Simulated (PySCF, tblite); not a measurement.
Isomers of C6H5ClF (doublet state), one GFN2-xTB conformer each. Single-point energies are computed at B3LYP/pcH-1 (PySCF, gas phase, no added dispersion term), electronic only. GFN2-xTB treats the open shell by occupation alone, and not every SCF solution was tested for stability.

| SMILES | GFN2-xTB relative energy (kJ/mol) |
| --- | --- |
| C=C[C]=C(F)C(=C)Cl | 235.6 |
| FC1=CC=CC[C]1Cl | 3.1 |
| FC1=CC(Cl)=CC[CH]1 | 0.0 |
| C=[C]/C=C(\F)C(=C)Cl | 185.9 |

Conformers: `[CH2:1]=[CH:2][C:3]=[C:4]([F:5])[C:6](=[CH2:7])[Cl:8]` (doublet state) with C3–C4–C6–C7 180°; `[CH2:1]=[C:2]/[CH:3]=[C:4](\[F:5])[C:6](=[CH2:7])[Cl:8]` (doublet state) with C3–C4–C6–C7 180°.

**Question.** What does B3LYP/pcH-1 give for the same structures?

**Answer.** 
```json
{"SMILES": "FC1=CC=CC[C]1Cl", "B3LYP/pcH-1 E (Eh)": "-791.65148", "B3LYP/pcH-1 (kJ/mol)": "0.0", "GFN2-xTB (kJ/mol)": "3.1", "point group": "Cs"}
{"SMILES": "FC1=CC(Cl)=CC[CH]1", "B3LYP/pcH-1 E (Eh)": "-791.65136", "B3LYP/pcH-1 (kJ/mol)": "0.3", "GFN2-xTB (kJ/mol)": "0.0", "point group": "Cs"}
{"SMILES": "C=[C]/C=C(\\F)C(=C)Cl", "B3LYP/pcH-1 E (Eh)": "-791.59876", "B3LYP/pcH-1 (kJ/mol)": "138.4", "GFN2-xTB (kJ/mol)": "185.9", "point group": "Cs"}
{"SMILES": "C=C[C]=C(F)C(=C)Cl", "B3LYP/pcH-1 E (Eh)": "-791.58261", "B3LYP/pcH-1 (kJ/mol)": "180.8", "GFN2-xTB (kJ/mol)": "235.6", "point group": "C1"}
```

GFN2-xTB puts FC1=CC(Cl)=CC[CH]1 lowest instead; measured from each level's own lowest isomer, the values differ by up to 54.8 kJ/mol (C=C[C]=C(F)C(=C)Cl: 235.6 against 180.8). Neighbours under 21 kJ/mol apart (FC1=CC=CC[C]1Cl and FC1=CC(Cl)=CC[CH]1) can change places with a better method, another conformer or zero-point energy.

**Question.** What happens when harmonic zero-point energies from GFN2-xTB frequencies are added?

**Answer.** 
| SMILES | ZPE (kJ/mol) | electronic (kJ/mol) | with ZPE (kJ/mol) |
| --- | --- | --- | --- |
| FC1=CC=CC[C]1Cl | 233.8 | 0.0 | 0.8 |
| FC1=CC(Cl)=CC[CH]1 | 232.6 | 0.3 | 0.0 |
| C=[C]/C=C(\F)C(=C)Cl | 221.2 | 138.4 | 126.6 |
| C=C[C]=C(F)C(=C)Cl | 222.1 | 180.8 | 170.0 |

The zero-point energies span 12.6 kJ/mol. FC1=CC(Cl)=CC[CH]1 becomes the lowest.
